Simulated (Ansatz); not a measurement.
BH$_{5}$SiZn$_{2}$, SMILES `[BH2][Zn][SiH2][ZnH]`. Total charge 0; spin multiplicity 1. All single points use the PBE0-D4/def2-TZVP geometry. It is one conformer, not always the lowest.

```xyz
9

B    -1.724    2.310    0.926
Zn   -0.740    0.700    0.026
Si    0.399   -1.141   -0.976
Zn    2.305   -1.956    0.173
H    -2.526    2.165    1.807
H    -1.534    3.449    0.601
H     0.822   -0.773   -2.366
H    -0.557   -2.284   -1.146
H     3.554   -2.470    0.953
```

(1) What is the dipole moment at ωB97M-V/def2-TZVPP? (An estimate is asked.)

(2) And with PBE, r2SCAN, B3LYP? (An estimate is asked.)

(3) Give the Mulliken charges with ωB97M-V, PBE, r2SCAN in def2-TZVPP. (An estimate is asked.)

Answers

(1) The calculation gave: 0.83 D, with components (-0.43, 0.65, 0.30) D in this frame, pointing from negative to positive charge.

(2) Ansatz gave: PBE 0.88 D, r2SCAN 0.88 D, B3LYP 0.92 D.

(3) Ansatz gave: 
| atom | ωB97M-V | PBE | r2SCAN |
| --- | --- | --- | --- |
| B1 | -0.17 | -0.05 | -0.02 |
| Zn2 | 0.07 | 0.01 | 0.09 |
| Si3 | 0.04 | 0.18 | 0.15 |
| Zn4 | 0.10 | 0.05 | 0.12 |
| H5 | 0.07 | 0.02 | 0.00 |
| H6 | 0.07 | 0.02 | 0.00 |
| H7 | -0.04 | -0.07 | -0.09 |
| H8 | -0.04 | -0.07 | -0.09 |
| H9 | -0.12 | -0.11 | -0.15 |

B3LYP here is the variant with VWN-RPA as its local correlation; programs differ in this.
